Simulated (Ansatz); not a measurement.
Reaction (redistribution): `O[SiH](O)O[SiH](F)F` + `F[Si](F)(F)[SiH3]` → `O[SiH](O)[Si](F)(F)F` + `F[SiH](F)O[SiH3]`

Program: Ansatz. Geometries: PBE0-D4/def2-TZVP. ΔE: electronic, gas phase. CBS: MP2 limit from def2 TZ/QZ plus the TZ coupled-cluster correction, frozen cores. This one scheme is used for every species. Functionals use def2-TZVPP. B3LYP here is the variant with VWN-RPA as its local correlation; programs differ in this. Each species was taken in one conformer, which may not be the lowest.

| level | ΔE (kJ/mol) | difference from CCSD(T)/CBS |
| --- | --- | --- |
| PBE-D4 | 53.4 | -0.6 |
| r2SCAN-D4 | 57.6 | 3.6 |
| PBE0-D4 | 54.8 | 0.8 |
| B3LYP-D4 | 50.4 | -3.6 |
| ωB97M-V | 55.2 | 1.2 |
| PBE | 52.8 | -1.2 |
| r2SCAN | 57.5 | 3.5 |
| PBE0 | 54.3 | 0.3 |
| B3LYP | 49.5 | -4.5 |
| HF/def2-TZVPP | 48.7 | -5.3 |
| MP2/def2-TZVPP | 52.8 | -1.2 |
| SCS-MP2/def2-TZVPP | 49.8 | -4.2 |
| CCSD/def2-TZVPP | 54.3 | 0.3 |
| MP2/def2-QZVPP | 52.0 | -2.0 |
| HF/CBS(def2) | 48.3 | -5.7 |
| CCSD/CBS(def2) | 53.1 | -0.9 |
| CCSD(T)/CBS | 54.0 | 0 |

Largest T1 diagnostic among the species: 0.013.

In def2-TZVPP, CCSD(T) changes the Hartree–Fock value by +6.4 kJ/mol (the triples alone add +0.9 kJ/mol) and MP2 by +4.1 kJ/mol.
